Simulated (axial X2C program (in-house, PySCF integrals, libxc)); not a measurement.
## Spin–orbit effects along a row: molecules with H, CCSD(T)

All values come from calculations with an axial X2C code built on PySCF integrals, spin-free (one-electron X2C) or two-component (2c: spin–orbit coupling with atomic mean-field Coulomb and Gaunt terms, which also bring small scalar terms), in Dyall basis sets with cores contracted in-house; open shells are unrestricted.

Basis sets: Ca dyall-cv3z, Cu dyall-cv3z, Ga dyall-cv3z, Ge dyall-cv3z, H dyall-v3z, K dyall-cv3z, Se dyall-cv3z. Frozen shells (counts by l): KH K 2s1p, H none, 10 electrons correlated; CaH Ca 2s1p, H none, 11 electrons correlated; CuH Cu 3s2p, H none, 12 electrons correlated; GaH Ga 3s2p, H none, 14 electrons correlated; GeH Ge 3s2p, H none, 15 electrons correlated; SeH Se 3s2p1d, H none, 7 electrons correlated. Coupled cluster in natural virtuals with an MP2 remainder. Where the outer core of a metal is frozen, bonds come out longer and ionisation energies lower. Frozen cores can differ along the series, which adds to the trend.

```json
{"molecule": "KH", "spin-free state": "M_S = 0, Λ = 0", "Re (Å)": "2.243", "ωe (cm⁻¹)": "995.0", "De (eV)": "1.78", "2c state": "Ω = 0", "Re 2c (Å)": "2.243", "ωe 2c (cm⁻¹)": "995.0", "De 2c (eV)": "1.78"}
{"molecule": "CaH", "spin-free state": "M_S = 1/2, Λ = 0", "Re (Å)": "2.016", "ωe (cm⁻¹)": "1289.9", "De (eV)": "1.69", "2c state": "Ω = 1/2", "Re 2c (Å)": "2.016", "ωe 2c (cm⁻¹)": "1286.5", "De 2c (eV)": "1.69"}
{"molecule": "CuH", "spin-free state": "M_S = 0, Λ = 0", "Re (Å)": "1.448", "ωe (cm⁻¹)": "1986.9", "De (eV)": "2.90", "2c state": "Ω = 0", "Re 2c (Å)": "1.448", "ωe 2c (cm⁻¹)": "1984.9", "De 2c (eV)": "2.89"}
{"molecule": "GaH", "spin-free state": "M_S = 0, Λ = 0", "Re (Å)": "1.661", "ωe (cm⁻¹)": "1606.5", "De (eV)": "n/a", "2c state": "Ω = 0", "Re 2c (Å)": "1.661", "ωe 2c (cm⁻¹)": "1606.9", "De 2c (eV)": "n/a"}
{"molecule": "GeH", "spin-free state": "M_S = 1/2, Λ = 1", "Re (Å)": "1.586", "ωe (cm⁻¹)": "1886.7", "De (eV)": "n/a", "2c state": "Ω = 1/2", "Re 2c (Å)": "1.587", "ωe 2c (cm⁻¹)": "1883.7", "De 2c (eV)": "n/a"}
{"molecule": "SeH", "spin-free state": "M_S = 1/2, Λ = 1", "Re (Å)": "1.469", "ωe (cm⁻¹)": "2410.9", "De (eV)": "3.27", "2c state": "Ω = 3/2", "Re 2c (Å)": "1.470", "ωe 2c (cm⁻¹)": "2405.9", "De 2c (eV)": "3.26"}
```

Each entry is the lowest single determinant of a limited PBE0 search at one distance. De goes to single-determinant-based atoms at the same level (for ions the charge split of lowest energy) and is withheld (n/a) where an atom does not fit its ground term or J level. Main or longest-lived isotopes. One determinant is a doubtful description, or other states lie close, for CuH; these need not be ground states, and all values refer to the states named.
